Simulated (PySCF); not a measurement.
tungsten atom (W), quintet (core potentials on W); WB97X/def2-SV(P) (PySCF).

Here is a job for PySCF.
```python
from pyscf import gto, scf, dft

mol = gto.M(
    atom='''
W     0.00000000    0.00000000    0.00000000
''',
    basis='def2-sv(p)',
    ecp={'W': 'def2-sv(p)'},
    spin=4,
    verbose=3,
)

mf = dft.UKS(mol)
mf.xc = 'wb97x'
mf.kernel()
mf.analyze()
```

The log (banner, timings and long lists left out):

```
SCF not converged.
SCF energy = -66.7539244930663 after 50 cycles  <S^2> = 6.0078547  2S+1 = 5.0031409
**** MO energy ****
                             alpha | beta                alpha | beta
MO #1   energy= -2.95829124740273  | -2.89211512576242  occ= 1 | 1
MO #2   energy= -1.64736823206913  | -1.5384000166103   occ= 1 | 1
MO #3   energy= -1.62497967905412  | -1.52809777337807  occ= 1 | 1
MO #4   energy= -1.60500760304376  | -1.52107579405727  occ= 1 | 1
MO #5   energy= -0.223472307439178 | -0.137871604584927 occ= 1 | 1
MO #6   energy= -0.22247250451178  | -0.0105478028537789 occ= 1 | 0
MO #7   energy= -0.212505835284643 | 0.10288499560244   occ= 1 | 0
MO #8   energy= -0.201387249969411 | 0.107159615006288  occ= 1 | 0
MO #9   energy= -0.184606186585031 | 0.108359122948392  occ= 1 | 0
MO #10  energy= -0.0427689518255971 | 0.111743189274971  occ= 0 | 0
MO #11  energy= 0.0584021493668204 | 0.119731375224106  occ= 0 | 0
MO #12  energy= 0.0604513649831206 | 0.127878119509862  occ= 0 | 0
MO #13  energy= 0.0641042814067143 | 0.130473690427682  occ= 0 | 0
MO #14  energy= 0.210075938713151  | 0.255638535552455  occ= 0 | 0
MO #15  energy= 0.386306039236019  | 0.422581739721398  occ= 0 | 0
MO #16  energy= 0.387152341430686  | 0.458616534220881  occ= 0 | 0
MO #17  energy= 0.393587898953662  | 0.470558734003304  occ= 0 | 0

Dipole moment(X, Y, Z, Debye): -0.00000, -0.00000, -0.00000
```

The run did not converge; its last values are not results.
